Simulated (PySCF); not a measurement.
Screening by computed properties: pick the candidate that meets the target.

Species are written as SMILES; each is one conformer at its optimised geometry, gas phase, non-relativistic unless stated. Electronic properties by PySCF.

The conformers computed, where there is a choice (atom-mapped SMILES and torsion angles):
- `[F:1][C:2]([F:3])=[C:4]([F:5])[C@@H:6]1[CH2:7][CH2:8][O:9]1`: C2–C4–C6–C7 60°
- `[F:1][C:2]([F:3])([F:4])[CH:5]=[C:6]1[CH2:7][CH2:8][CH2:9]1`: F1–C2–C5–C6 21°
- `[F:1][C:2]([F:3])=[C:4]([F:5])[C@@H:6]1[CH+:7][CH:8]=[CH:9][CH2:10]1`: C2–C4–C6–C7 -115°
- `[CH3:1][Si:2]([CH3:3])([CH3:4])[O:5][CH:6]=[O:7]`: C1–Si2–O5–C6 61°, Si2–O5–C6–O7 0°
- `[CH3:1][CH:2]([CH3:3])[SiH:4]([PH2:5])[PH2:6]`: C1–C2–Si4–P5 57°, H–P5–Si4–C2 171°, H–P5–Si4–C2 -96°, H–P6–Si4–C2 -69°, H–P6–Si4–C2 24°

Question: Wanted: HOMO–LUMO gap below 5 eV (PBE0/def2-SVPD) and lowest triplet excitation (Tamm–Dancoff) below 5 eV (TDA PBE0/def2-SVPD), at GFN2-xTB geometries. Which candidate meets both?
A. `FC(F)(F)C=C1CCC1`
B. `FC(F)=C(F)[C@@H]1CCO1`
C. `FC(F)=C(F)[C@@H]1[CH+]C=CC1`
D. `C[Si](C)(C)OC=O`

Answer: C. Computed values:
```
                    species  HOMO–LUMO gap  lowest triplet excitation (Tamm–Dancoff)
FC(F)=C(F)[C@@H]1[CH+]C=CC1        2.63 eV                                   1.44 eV
           FC(F)(F)C=C1CCC1        7.14 eV                                   4.13 eV
      FC(F)=C(F)[C@@H]1CCO1        7.26 eV                                   4.23 eV
            C[Si](C)(C)OC=O        8.20 eV                                   5.25 eV
```

Question: Wanted: dipole moment between 2.5 D and 3 D (PBE0/def2-SVPD) and HOMO energy above -7.6 eV (PBE0/def2-SVPD), at GFN2-xTB geometries. Which candidate meets both?
A. `C1(CCC1)=CC(F)(F)F`
B. `C[Si](C)(C)OC=O`
C. `CC(C)[SiH](P)P`
D. `FC(F)=C(F)[C@@H]1CCO1`

Answer: D. Computed values:
| species | dipole moment | HOMO energy |
| --- | --- | --- |
| CC(C)[SiH](P)P | 1.20 D | -7.28 eV |
| C[Si](C)(C)OC=O | 2.27 D | -8.19 eV |
| FC(F)=C(F)[C@@H]1CCO1 | 2.78 D | -7.41 eV |
| C1(CCC1)=CC(F)(F)F | 3.43 D | -7.84 eV |

Question: Wanted: lowest singlet excitation between 4 eV and 6.4 eV (TDDFT PBE0/def2-SVPD) and static isotropic polarisability below 100 au (PBE0/def2-SVPD), at GFN2-xTB geometries. Which candidate meets both?
A. `CC(C)[SiH](P)P`
B. `FC(F)=C(F)[C@@H]1CCO1`
C. `FC(F)=C(F)[C@@H]1[CH+]C=CC1`
D. `FC(F)(F)C=C1CCC1`

Answer: B. Computed values:
```csv
species,lowest singlet excitation,static isotropic polarisability
FC(F)=C(F)[C@@H]1[CH+]C=CC1,1.59 eV,79.0 au
CC(C)[SiH](P)P,6.00 eV,118.7 au
FC(F)=C(F)[C@@H]1CCO1,6.20 eV,62.7 au
FC(F)(F)C=C1CCC1,6.70 eV,72.0 au
```
